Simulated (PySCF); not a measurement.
Isomers of C5H8Cl2Si.

All values: PBE0/pcSseg-1 (PySCF) at GFN2-xTB geometries, gas phase, one conformer each.

**Question.** Rank by LUMO energy, lowest first.
A. `[SiH3:1][CH2:2][C@@:3]1([Cl:4])[C@@H:5]2[C@@H:6]([Cl:7])[C@H:8]12` with Si1–C2–C3–Cl4 -56°
B. `[CH3:1][C:2]#[C:3][SiH:4]([CH2:5][Cl:6])[CH2:7][Cl:8]` with C3–Si4–C5–Cl6 -175°, C3–Si4–C7–Cl8 -52°
C. `[CH3:1][C:2]#[C:3][Si@H:4]([CH3:5])[CH:6]([Cl:7])[Cl:8]` with C3–Si4–C6–Cl7 63°
D. `[CH3:1][Si@@H:2]([Cl:3])[C:4]1=[C:5]([Cl:6])[CH2:7][CH2:8]1` with C1–Si2–C4–C5 34°

**Answer.** D (-0.64 eV), C (-0.36 eV), B (-0.23 eV), A (0.61 eV).

**Question.** Rank by HOMO–LUMO gap, lowest first.
A. `[CH3:1][Si@@H:2]([Cl:3])[C:4]1=[C:5]([Cl:6])[CH2:7][CH2:8]1` with C1–Si2–C4–C5 34°
B. `[SiH3:1][CH2:2][C@@:3]1([Cl:4])[C@@H:5]2[C@@H:6]([Cl:7])[C@H:8]12` with Si1–C2–C3–Cl4 -56°
C. `[CH3:1][C:2]#[C:3][Si@H:4]([CH3:5])[CH:6]([Cl:7])[Cl:8]` with C3–Si4–C6–Cl7 63°
D. `[CH3:1][C:2]#[C:3][SiH:4]([CH2:5][Cl:6])[CH2:7][Cl:8]` with C3–Si4–C5–Cl6 -175°, C3–Si4–C7–Cl8 -52°

**Answer.** A (6.66 eV), C (7.36 eV), D (7.50 eV), B (8.71 eV).

All values together:

```json
{"SMILES": "C[Si@@H](Cl)C1=C(Cl)CC1", "μ (D)": "1.14", "HOMO (eV)": "-7.30", "LUMO (eV)": "-0.64", "lowest IAO charge (e)": "-0.726 (C)", "highest IAO charge (e)": "+0.941 (Si)", "lowest Hirshfeld charge (e)": "-0.216 (C)", "highest Hirshfeld charge (e)": "+0.367 (Si)"}
{"SMILES": "CC#C[SiH](CCl)CCl", "μ (D)": "3.21", "HOMO (eV)": "-7.73", "LUMO (eV)": "-0.23", "lowest IAO charge (e)": "-0.529 (C)", "highest IAO charge (e)": "+0.943 (Si)", "lowest Hirshfeld charge (e)": "-0.192 (C)", "highest Hirshfeld charge (e)": "+0.364 (Si)"}
{"SMILES": "[SiH3]C[C@@]1(Cl)[C@@H]2[C@@H](Cl)[C@@H]21", "μ (D)": "2.31", "HOMO (eV)": "-8.09", "LUMO (eV)": "0.61", "lowest IAO charge (e)": "-0.542 (C)", "highest IAO charge (e)": "+0.605 (Si)", "lowest Hirshfeld charge (e)": "-0.161 (C)", "highest Hirshfeld charge (e)": "+0.303 (Si)"}
{"SMILES": "CC#C[Si@H](C)C(Cl)Cl", "μ (D)": "3.18", "HOMO (eV)": "-7.72", "LUMO (eV)": "-0.36", "lowest IAO charge (e)": "-0.717 (C)", "highest IAO charge (e)": "+0.942 (Si)", "lowest Hirshfeld charge (e)": "-0.211 (C)", "highest Hirshfeld charge (e)": "+0.365 (Si)"}
```

Conformers: `[CH3:1][Si@@H:2]([Cl:3])[C:4]1=[C:5]([Cl:6])[CH2:7][CH2:8]1` with C1–Si2–C4–C5 34°; `[CH3:1][C:2]#[C:3][SiH:4]([CH2:5][Cl:6])[CH2:7][Cl:8]` with C3–Si4–C5–Cl6 -175°, C3–Si4–C7–Cl8 -52°; `[SiH3:1][CH2:2][C@@:3]1([Cl:4])[C@@H:5]2[C@@H:6]([Cl:7])[C@H:8]12` with Si1–C2–C3–Cl4 -56°; `[CH3:1][C:2]#[C:3][Si@H:4]([CH3:5])[CH:6]([Cl:7])[Cl:8]` with C3–Si4–C6–Cl7 63°.
